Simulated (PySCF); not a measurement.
# Working out the ionisation energy of Tl

Tl [Xe] 4f14 5d10 6s2 6p1 (2P) → Tl⁺ [Xe] 4f14 5d10 6s2 (1S). Computed with PySCF 2.14 in aug-cc-pVDZ-PP with ECP60MDF (5s4p3d, 32 functions), with scalar relativity through the core potential. Frozen: 5s2 5p6 5d10. Energies in hartree (1 hartree = 27.21139 eV):

```
            part   Tl (lower)  Tl⁺ (upper)
             UHF  -171.512521  -171.328809
CCSD correlation    -0.032058    -0.025588
             (T)    -0.000293     0.000000
```

What does Hartree-Fock give?

(-171.328809) − (-171.512521) = 0.183712 hartree = 4.999 eV.

What do CCSD and CCSD(T) give?

The CCSD correlation energies differ by 0.006470 hartree = 0.176 eV and the triples by 0.000293 hartree = 0.008 eV, so CCSD gives 5.175 eV and CCSD(T) 5.183 eV.

Measured between the centres of the two terms (NIST): 5.464 eV, so CCSD(T) (valence) is off by -0.281 eV.

A double-zeta basis recovers only part of the correlation energy.

What remains against the reference includes basis incompleteness, the frozen core and higher excitations.
